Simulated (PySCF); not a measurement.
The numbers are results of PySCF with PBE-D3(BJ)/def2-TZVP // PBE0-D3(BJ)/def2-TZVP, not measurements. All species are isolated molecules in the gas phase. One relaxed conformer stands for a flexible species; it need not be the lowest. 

Reference species (SMILES): `C1CNC1` (neutral, multiplicity 1).

The HOMO comes out as -5.04 eV.

Changed species: `C/C=C/N`.

Task: Predict the effect on the HOMO.

Result: the HOMO goes up by 0.48 eV, to -4.56 eV.
